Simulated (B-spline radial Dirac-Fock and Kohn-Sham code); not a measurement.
Binding energies of Os²⁸⁺

System: Os²⁸⁺ in the configuration 1s2 2s2 2p6 3s2 3p6 3d10 4s2 4p6 4d10 4f2; nuclear rms radius 5.4126 fm (A = 192).

The run's input, task.json:

```json
{"items": [{
  "Z": 76,
  "q": 28,
  "cfg": [[1, 0, 2], [2, 0, 2], [2, 1, 6], [3, 0, 2], [3, 1, 6], [3, 2, 10], [4, 0, 2], [4, 1, 6], [4, 2, 10], [4, 3, 2]],
  "A": 192,
  "rrms": 5.4126,
  "do": ["binding"]
}]}
```

Run with: `python xray_run.py task.json out`

Level of theory: ΔSCF Dirac-Fock with Breit, self-energy and vacuum polarisation, finite nucleus, configuration average; an atomic code on a B-spline grid. Correlation energy is missing from these numbers. Energies are counted from the vacuum level.

All terms are in eV, carry their sign (relaxation lowers the binding energy) and add up to the binding energy; ⟨r⟩ is the mean radius of the orbital in the initial state.

```csv
subshell,−ε (Koopmans),relaxation,Gaunt,retardation,self-energy,vacuum polarisation,binding energy,⟨r⟩ (bohr)
K,75308.7,-69.55,-276.22,25.44,-163.47,31.94,74856.8,0.018
L1,14052.3,-33.26,-30.98,2.27,-23.82,4.38,13970.9,0.074
L2,13466.0,-37.94,-53.00,5.69,-0.32,0.21,13380.7,0.061
L3,11933.2,-34.56,-36.35,7.79,-1.81,-0.16,11868.1,0.070
M1,4074.8,-11.61,-5.87,0.40,-5.52,0.99,4053.2,0.192
M2,3814.7,-12.57,-10.13,0.95,-0.18,0.05,3792.8,0.183
M3,3473.1,-11.24,-6.72,1.50,-0.45,-0.04,3456.1,0.197
M4,3044.5,-13.60,-4.41,0.38,0.40,-0.05,3027.2,0.172
M5,2971.5,-13.09,-3.06,0.42,0.20,-0.05,2956.0,0.177
N1,1574.5,-2.17,-1.58,0.13,-1.53,0.27,1569.7,0.411
N2,1461.5,-2.23,-2.65,0.27,-0.05,0.01,1456.8,0.411
N3,1367.9,-1.91,-1.72,0.42,-0.12,-0.01,1364.6,0.436
N4,1180.3,-2.03,-1.00,0.11,0.10,-0.01,1177.5,0.433
N5,1161.5,-1.91,-0.65,0.12,0.05,-0.01,1159.1,0.441
"N6,7",945.6,-2.13,0.02,0.01,0.07,-0.01,943.6,0.423
```

For the deepest level, K (1s), the Breit terms make up -0.335 % of the binding energy, QED -0.176 % and orbital relaxation -0.093 %.

Spin-orbit splittings: 2p 1512.6 eV, 3p 336.7 eV, 3d 71.27 eV, 4p 92.27 eV, 4d 18.39 eV.

Going to the tabulated ground configuration of the next ion removes an electron from N6,7 (4f), computed at 943.6 eV. NIST lists 970 ± 50 eV as the ionisation energy of this species (theoretical), +26.42 eV from the computed value, within the stated uncertainty.
